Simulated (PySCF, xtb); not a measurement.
C3H4BFO, SMILES OB1C=C[C@H]1F.

GFN2-xTB in xtb at its own geometry gives an orbital gap of 4.00 eV and a dipole moment of 1.59 D.

The structure is a stationary point at PBE0-D3(BJ)/def2-SVP. The structure was generated by enumeration; whether it is a known compound was not checked. One conformer was computed; it need not be the lowest.

Question: What does CAM-B3LYP/def2-TZVP run with PySCF give? (Estimate from the structure and the level; the computed values follow.)

Answer: gap 9.67 eV (levels -9.36 and 0.32 eV), dipole 1.08 D.
